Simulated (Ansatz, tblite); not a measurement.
Cost and result up the ladder for the cluster Cu3H2⁺ (5 atoms). Charge 1, multiplicity 1. Geometry: B3LYP-D4/def2-TZVP.

```
atom    x (Å)    y (Å)    z (Å)
 Cu1   0.0206  -0.0888  -0.0933
 Cu2  -2.0965   0.9751  -1.0282
 Cu3   2.0133  -0.6130   1.4042
  H4   1.6225   0.0351   0.0406
  H5  -1.5600  -0.3083  -0.3232
```

Ansatz on 4 threads of Arm Neoverse V2 on a shared host; xTB runs through tblite on one thread. Times are rough, summed over both states, and most runs start from the orbitals of an earlier one. CCSD(T)/def2-TZVP serves as the yardstick here, not as an exact answer. The other state is a triplet at its own geometry, which has other bonds, so the gap mixes isomer and spin.

The xTB rows come from tblite. B3LYP takes the VWN-RPA correlation. Correlated methods freeze 27 core orbitals. At PBE0-D4/def2-TZVP a singlet of charge 1 lies 2.98 eV below the triplet, each at its own geometry. The structure comes from a short search, and lower isomers may exist.

Run but left out: HF/STO-3G (triplet: ⟨S²⟩ 6.24, where a pure state has 2.00).

Second-order perturbation terms are unreliable where d shells bring near-degenerate states, and here B2PLYP/def2-TZVP lies more than 0.4 eV from the median of the functionals without such a term.

Correlated methods converge slowly with the basis.

xTB has no spin-polarisation term.

```tsv
level	functions	wall time	triplet − singlet (eV)	difference from CCSD(T)/def2-TZVP (eV)	remarks
GFN1-xTB	31	0.007 s	2.97	-0.14	–
GFN2-xTB	29	0.095 s	4.94	1.83	–
PBE-D4/def2-TZVP	147	5.6 s	2.70	-0.41	–
BLYP-D4/def2-TZVP	147	6.6 s	2.59	-0.53	–
B3LYP-D4/def2-TZVP	147	9.6 s	2.92	-0.20	–
PBE0-D4/def2-TZVP	147	9.7 s	2.98	-0.14	–
RPA@PBE/def2-TZVP	147	9.7 s	2.51	-0.60	–
BHLYP-D4/def2-TZVP	147	13 s	2.60	-0.51	–
r2SCAN-D4/def2-TZVP (with forces)	147	13 s	2.66	-0.45	–
B2PLYP/def2-TZVP	147	15 s	3.42	0.31	test for broken spin undecided (singlet)
r2SCAN0-D4/def2-TZVP	147	19 s	2.78	-0.33	–
CCSD(T)/def2-TZVP	147	1.7 min	3.11	0.00	–
```
